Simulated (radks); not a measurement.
Problem. The mean radii <r> (bohr) of the occupied orbitals of an atom or ion are listed with their occupations. All-electron calculation, non-relativistic Kohn-Sham, LB94 model potential, spin-polarised, spherical densities, point nucleus. Program: a radial shooting solver on a logarithmic mesh with Libxc functionals.

| orbital | occ. | <r> |
|---|---|---|
| 1s down | 1 | 0.04933 |
| 1s up | 1 | 0.04933 |
| 2s down | 1 | 0.2207 |
| 2s up | 1 | 0.2209 |
| 2p down | 3 | 0.1913 |
| 2p up | 3 | 0.1914 |
| 3s up | 1 | 0.6457 |
| 3s down | 1 | 0.6478 |
| 3p up | 3 | 0.6555 |
| 3p down | 3 | 0.6582 |
| 3d up | 5 | 0.6731 |
| 3d down | 2 | 0.6775 |

Name the element and its charge. Open shells, if any, are filled with parallel spins first.

Solution. Z = 31, gallium, charge +6: Ga6+ in [Ar] 3d7. The 1s radius gives Z: for a bare nucleus <r> = 1.5/Z, 0.04839 bohr for Z = 31, and screening makes it slightly larger (0.04933 here). The occupations add up to 25, and the charge is Z minus that.
